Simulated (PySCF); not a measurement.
Molfile (atoms numbered from 1):
```
C5H9NO3Si
     RDKit          3D

 19 19  0  0  0  0  0  0  0  0999 V2000
   -2.3943    1.4228   -0.4277 C   0  0  0  0  0  0  0  0  0  0  0  0
   -1.9542    0.4664    0.5000 O   0  0  0  0  0  0  0  0  0  0  0  0
   -0.9020   -0.7475    0.2711 Si  0  0  1  0  0  4  0  0  0  0  0  0
   -0.7997   -1.7437    1.6720 N   0  0  0  0  0  0  0  0  0  0  0  0
   -1.4571   -1.6277   -0.9885 O   0  0  0  0  0  0  0  0  0  0  0  0
    0.8345   -0.0989   -0.0504 C   0  0  0  0  0  0  0  0  0  0  0  0
    2.0727   -0.4888    0.3815 C   0  0  0  0  0  0  0  0  0  0  0  0
    3.0094    0.3983   -0.1944 C   0  0  0  0  0  0  0  0  0  0  0  0
    2.2774    1.2707   -0.9391 C   0  0  0  0  0  0  0  0  0  0  0  0
    0.9716    0.9818   -0.8591 O   0  0  0  0  0  0  0  0  0  0  0  0
   -2.8248    0.9362   -1.3043 H   0  0  0  0  0  0  0  0  0  0  0  0
   -3.1526    2.0337    0.0635 H   0  0  0  0  0  0  0  0  0  0  0  0
   -1.5630    2.0552   -0.7464 H   0  0  0  0  0  0  0  0  0  0  0  0
   -1.6323   -2.2489    1.9304 H   0  0  0  0  0  0  0  0  0  0  0  0
   -0.3868   -1.3443    2.4976 H   0  0  0  0  0  0  0  0  0  0  0  0
   -1.0203   -2.4406   -1.2258 H   0  0  0  0  0  0  0  0  0  0  0  0
    2.2772   -1.3132    1.0333 H   0  0  0  0  0  0  0  0  0  0  0  0
    4.0736    0.3903   -0.0734 H   0  0  0  0  0  0  0  0  0  0  0  0
    2.5610    2.1074   -1.5475 H   0  0  0  0  0  0  0  0  0  0  0  0
  1  2  1  0
  3  2  1  1
  3  4  1  0
  3  5  1  0
  3  6  1  0
  6  7  2  0
  7  8  1  0
  8  9  2  0
  9 10  1  0
 10  6  1  0
  1 11  1  0
  1 12  1  0
  1 13  1  0
  4 14  1  0
  4 15  1  0
  5 16  1  0
  7 17  1  0
  8 18  1  0
  9 19  1  0
M  END
```

PySCF 2.14.0 with density-fitted response routines calculation with shieldings: GIAO PBE0/pcSseg-1 and geometry from GFN2-xTB; relativity neglected, no solvent model, rapidly exchanging positions averaged, a single conformation.

Shifts are taken against calculated references (same method and geometry level): TMS for ¹³C (σ = 186.93 ppm), ¹H (σ = 31.72 ppm), ²⁹Si (σ = 349.16 ppm); ¹⁷O (σ = 336.08 ppm) vs H2O; ¹⁵N (σ = 267.73 ppm) against NH3.

```
      atoms  nucleus  count  Hirshfeld charge  δ (ppm)
         C7      ¹³C      1             -0.09    126.6
        H16       ¹H      1              0.18        ?
    H14/H15       ¹H      2              0.12        ?
        H18       ¹H      1              0.06     6.63
         C1      ¹³C      1             -0.03     53.8
         C9      ¹³C      1              0.01    152.0
H11/H12/H13       ¹H      3              0.04     4.21
        O10      ¹⁷O      1             -0.06    314.9
         O2      ¹⁷O      1             -0.24     35.8
         N4      ¹⁵N      1             -0.33     27.9
         O5      ¹⁷O      1             -0.31        ?
        H17       ¹H      1              0.05        ?
        Si3     ²⁹Si      1              0.49    -55.0
        H19       ¹H      1              0.06        ?
         C8      ¹³C      1             -0.09    115.7
         C6      ¹³C      1             -0.06    160.7
```

Q: Complete the table.

A: 
- H19: 7.74 ppm, hydrogen on an aromatic CH next to the ring oxygen; the ring current deshields protons in the ring plane
- H17: 7.00 ppm, hydrogen on an aromatic CH; the ring current deshields protons in the ring plane
- H16: 1.68 ppm, hydrogen on an oxygen bonded to Si; exchangeable, gas-phase position
- H14/H15: 0.75 ppm, hydrogen on a nitrogen bonded to Si; exchangeable; this is the value without hydrogen bonding to other molecules
- O5: 47.7 ppm, oxygen bonded to Si, H

OH/NH shifts are gas-phase values; hydrogen bonding in solution moves them, usually downfield. Shifts are as computed. Against solution values, carbons near 30 ppm lie about +3 ppm off and those near 130 ppm about +5 ppm. Of 1309 compounds with measured shifts, 239 miss one by over three times the rms of a fit or turn the order of signals round; such compounds aren't used in these exercises. Unscaled 17O shifts of doubly bonded oxygen tend to come out too high, by tens of ppm or more. Experimental scales use liquid or dissolved standards, which lie at an offset from isolated NH3 (liquid NH3: subtract about 20 ppm) and H2O (liquid H2O: subtract about 36 ppm).
